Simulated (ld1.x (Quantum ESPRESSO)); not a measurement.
**Varying the TM potential for Ca (Z = 20)**

Base potential:

calcium, norm-conserving Troullier–Martins (Kleinman–Bylander form), made with ld1.x (Quantum ESPRESSO) 7.5 (PBEsol, scalar-relativistic). Core [Ne] 3s2, reference 3p6 3d0 4s1.75 4p0 (charge +0.25). Waves: 4s (bound): rc 3.70 bohr; 3p (bound): rc 1.70 bohr; 3d (bound, empty): rc 2.65 bohr. Local part: all-electron potential smoothed inside 2.85 bohr (lloc = -1). Core correction: Bessel-smoothed model core, default radius (core density twice the valence density).

Cutoffs, loose and tight: the cutoffs (Ry, on a coarse ladder) from which the occupation-weighted sum of valence levels, in a spherical-Bessel basis at the reference potential, stays within 10 and 1 mRy of its value at 400 Ry. They do not see the model core or the augmentation charge, which bear on the density cutoff. Test errors are all-electron minus pseudo excitation energies from the reference, over the configurations 3p6 3d0 4s2 4p0; 3p6 3d0 4s1 4p0; 3p6 3d0 4s0 4p0; 3p6 3d1 4s0 4p0; 3p6 3d1 4s1 4p0; 3p6 3d0 4s1.5 4p0; 3p6 3d0.5 4s1.5 4p0. A dash means not determined; rows that change the core or the reference have their own tests.

```csv
change,outcome,"cutoff, loose","cutoff, tight",bound ghosts,largest test error (meV)
base,generated,30 Ry,50 Ry,none,-25
wave 4s (bound): rc 3.70 bohr becomes 4s (bound): rc 2.38 bohr,generated,30 Ry,55 Ry,none,-8.2
wave 4s (bound): rc 3.70 bohr becomes 4s (bound): rc 2.76 bohr,generated,30 Ry,50 Ry,none,-34
wave 4s (bound): rc 3.70 bohr becomes 4s (bound): rc 3.34 bohr,generated,30 Ry,50 Ry,none,-38
wave 4s (bound): rc 3.70 bohr becomes 4s (bound): rc 3.78 bohr,generated,30 Ry,50 Ry,none,-20
wave 4s (bound): rc 3.70 bohr becomes 4s (bound): rc 4.14 bohr,generated,30 Ry,50 Ry,none,-53
wave 4s (bound): rc 3.70 bohr becomes 4s (bound): rc 4.56 bohr,generated,30 Ry,50 Ry,none,-113
wave 4s (bound): rc 3.70 bohr becomes 4s (bound): rc 5.04 bohr,generated,30 Ry,50 Ry,none,-195
```

(1) What comes out with this change to the base: wave 4s (bound): rc 3.70 bohr becomes 4s (bound): rc 5.48 bohr?

Results:

(1) outcome: generated; cutoff, loose: 30 Ry; cutoff, tight: 50 Ry; bound ghosts: none; largest test error (meV): -268.

Reading the sweep of the s radius (base included, trends over the rows without a ghost): The loose cutoff stays near 30 Ry. The median size of the test errors (rows with all tests solved) is not monotonic: lowest 0.5 meV at 3.34 bohr, highest 34.8 meV at 5.48 bohr.
